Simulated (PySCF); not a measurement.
# Polarisability and C₆ of Zn+ (zinc, charge +1)

[Ar] 3d9 4s1 4p1, one real determinant (an excited configuration). Calculation: PySCF 2.14, in aug-cc-pVQZ-DK; the spin-free X2C one-electron Hamiltonian (Gaussian nucleus). Coupled (time-dependent) response in atomic units; α is the mean over directions.

| method | mean α (bohr³) | α xx, yy, zz | C₆ (like pair) | S(−4) |
| --- | --- | --- | --- | --- |
| PBE0 | 21.00 | 20.21, 20.21, 22.57 | 112.5 | 226.4 |

S(−4) is the Cauchy moment in α(ω) = α(0) + S(−4) ω² + …

α(iu) at PBE0:

```
u (hartree)  α(iu) (bohr³)
          0          21.00
     0.0500          20.45
      0.100          18.98
      0.200          14.91
      0.300          11.21
      0.500          6.669
      0.750          4.092
       1.00          2.861
       1.50          1.738
       2.00          1.226
       3.00         0.7454
       5.00         0.3815
```

A single London oscillator, α(iu) = α/(1 + u²/ω²), gives C₆ = (3/4) ω α². Matching the computed C₆ needs ω = 4 × 112.5 / (3 × 21.00²) = 0.340 hartree.

For an ion, C₆ is the dispersion term alone; charge-induced terms of lower order in 1/R come first.

The components differ because the open shell of this determinant is not spherical; for a pure term their mean is the scalar polarisability.

⟨L²⟩ = 8.02 against 12 for a pure F term, so this real determinant mixes terms.
